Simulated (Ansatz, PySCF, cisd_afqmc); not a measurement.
Species: BNH$_{6}$, charge 0, singlet. BNH6 (SMILES [BH3-][NH3+]).
B3LYP-D3(BJ)/def2-TZVP minimum from Ansatz (an electronic-structure program):
```
N
H 1 1.0159
H 1 1.0159 2 107.95
H 1 1.0159 2 107.95 3 116.46
B 1 1.6582 2 110.95 4 121.77
H 5 1.2082 1 104.94 2 -60.00
H 5 1.2082 6 113.60 1 -114.06
H 5 1.2082 6 113.60 7 -131.88
```

Atomisation energy term by term, kcal/mol (programs: Ansatz, cisd_afqmc). UHF or UKS for unpaired electrons; spin-orbit terms are left out. Correlated methods leave the cores frozen. Rows without X2C or -DK are non-relativistic. AFQMC/CISD: phaseless, guided by CISD from CCSD amplitudes; bars are statistical, one sigma. Outlying blocks are dropped, and bars are widened where a walk drifts. Over all cases where full CI ran beside it in this data, AFQMC minus full CI had a median of +0.1 mEh and passed +0.4 mEh in a tenth of the cases. CBS(X,Y): correlation extrapolated as X^-3, Hartree-Fock from the larger set. A bracket is a step between two methods taken in the basis named. '+ core + X2C': CCSD(T) terms for core correlation (cc-pwCVTZ) and scalar relativity (cc-pVTZ-DK). Where a partner has so few electrons that a lower coupled-cluster level is exact, that level stands in.

| term | basis | kcal/mol |
|---|---|---|
| Hartree-Fock | cc-pVQZ | 453.26 |
| CCSD correlation | CBS(cc-pVTZ,cc-pVQZ) | 150.42 |
| (T) | CBS(cc-pVTZ,cc-pVQZ) | 6.23 |
| CCSDT(Q) - CCSD(T) | cc-pVTZ | 0.14 |
| core correlation | cc-pwCVTZ | 2.06 |
| scalar relativity | X2C, cc-pVTZ-DK | -0.37 |
| minus zero-point energy | Hessian by PySCF at B3LYP-D3(BJ)/def2-TZVP | -43.69 |
| sum: D0 |  | 568.0 |

The step beyond CCSD(T) by other levels: AFQMC/CISD in cc-pVDZ 0.52 ± 0.33; CCSDT(Q) in cc-pVDZ 0.33 kcal/mol.
